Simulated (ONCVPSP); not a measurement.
An all-electron radial function and its pseudo partner (I (Z = 53))

Columns: radius, all-electron u(r) and pseudo u(r) of the 4d shell (level -50.33 eV) of iodine in the configuration [Ar] 3d10 4s2 4p6 4d10 5s2 5p5; PW91, scalar-relativistic, ONCV scheme, ONCVPSP 4.0.1.

```json
{"r (bohr)": "0.065", "all-electron": "-0.1869", "pseudo": "0.0037"}
{"r (bohr)": "0.130", "all-electron": "-0.5214", "pseudo": "0.0282"}
{"r (bohr)": "0.195", "all-electron": "-0.6177", "pseudo": "0.0888"}
{"r (bohr)": "0.260", "all-electron": "-0.4557", "pseudo": "0.1922"}
{"r (bohr)": "0.325", "all-electron": "-0.1496", "pseudo": "0.3347"}
{"r (bohr)": "0.390", "all-electron": "0.1935", "pseudo": "0.5034"}
{"r (bohr)": "0.455", "all-electron": "0.5076", "pseudo": "0.6801"}
{"r (bohr)": "0.520", "all-electron": "0.7617", "pseudo": "0.8455"}
{"r (bohr)": "0.585", "all-electron": "0.9463", "pseudo": "0.9828"}
{"r (bohr)": "0.650", "all-electron": "1.0651", "pseudo": "1.0817"}
{"r (bohr)": "0.715", "all-electron": "1.1275", "pseudo": "1.1384"}
{"r (bohr)": "0.780", "all-electron": "1.1450", "pseudo": "1.1552"}
{"r (bohr)": "0.845", "all-electron": "1.1291", "pseudo": "1.1387"}
{"r (bohr)": "0.910", "all-electron": "1.0894", "pseudo": "1.0970"}
{"r (bohr)": "0.975", "all-electron": "1.0339", "pseudo": "1.0388"}
{"r (bohr)": "1.040", "all-electron": "0.9688", "pseudo": "0.9712"}
{"r (bohr)": "1.105", "all-electron": "0.8988", "pseudo": "0.8996"}
{"r (bohr)": "1.170", "all-electron": "0.8272", "pseudo": "0.8272"}
{"r (bohr)": "1.235", "all-electron": "0.7564", "pseudo": "0.7563"}
{"r (bohr)": "1.300", "all-electron": "0.6880", "pseudo": "0.6879"}
{"r (bohr)": "1.365", "all-electron": "0.6232", "pseudo": "0.6231"}
{"r (bohr)": "1.430", "all-electron": "0.5624", "pseudo": "0.5623"}
{"r (bohr)": "1.495", "all-electron": "0.5061", "pseudo": "0.5060"}
{"r (bohr)": "1.560", "all-electron": "0.4544", "pseudo": "0.4543"}
{"r (bohr)": "1.625", "all-electron": "0.4070", "pseudo": "0.4069"}
{"r (bohr)": "1.690", "all-electron": "0.3639", "pseudo": "0.3639"}
```

Q: How many radial nodes do the two functions have?

A: The all-electron 4d function has n − l − 1 = 1; the pseudo-wave has 0, since the states of the same l below it are removed with the core.

Q: At about which radius was the pseudo-wave matched?

A: 1.30 bohr. The columns agree to 0.0005 from 1.17 bohr on; several derivatives are matched, so the curves merge somewhat inside the radius.

Q: Is the pseudo-wave norm-conserving?

A: Yes: the ONCV scheme keeps the norm inside the radius equal to the all-electron one, which fixes the energy derivative of the logarithmic derivative at the level.
